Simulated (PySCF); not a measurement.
# Zinc: a sound run and one with changed settings

Sound run: Zn²⁺ [Ar] 3d10, Zn³⁺ [Ar] 3d9. All numbers are calculated (PySCF 2.14, the spin-free X2C one-electron Hamiltonian (Gaussian nucleus), in cc-pVDZ-DK (6s5p3d1f, 43 functions)). The sound run starts from symmetry-adapted Hartree-Fock orbitals and uses a fine grid where one is needed.

Changed run: radial step 1.2 in ln r (0.13 in the sound run). This setting is unsound on purpose.

| species | method | sound run (hartree) | changed run (hartree) | converged |
| --- | --- | --- | --- | --- |
| Zn²⁺ | UHF | -1793.36092 | -1793.36092 | yes |
| Zn²⁺ | LDA | -1791.85687 | -1787.33484 | yes |
| Zn²⁺ | TPSS | -1794.90291 | -1789.65022 | yes |
| Zn³⁺ | UHF | -1791.99831 | -1791.99831 | yes |
| Zn³⁺ | LDA | -1790.36361 | -1785.91953 | yes |
| Zn³⁺ | TPSS | -1793.44417 | -1788.27321 | yes |

Ionisation energy of Zn²⁺:

```
method  sound run (eV)  changed run (eV)
   UHF          37.079            37.079
   LDA          40.634            38.513
  TPSS          39.694            37.471
```

A coarse radial grid mis-integrates the density and the exchange-correlation energy, with errors of either sign; Hartree-Fock needs no grid.

For comparison, NIST gives 39.723 eV between the lowest levels.
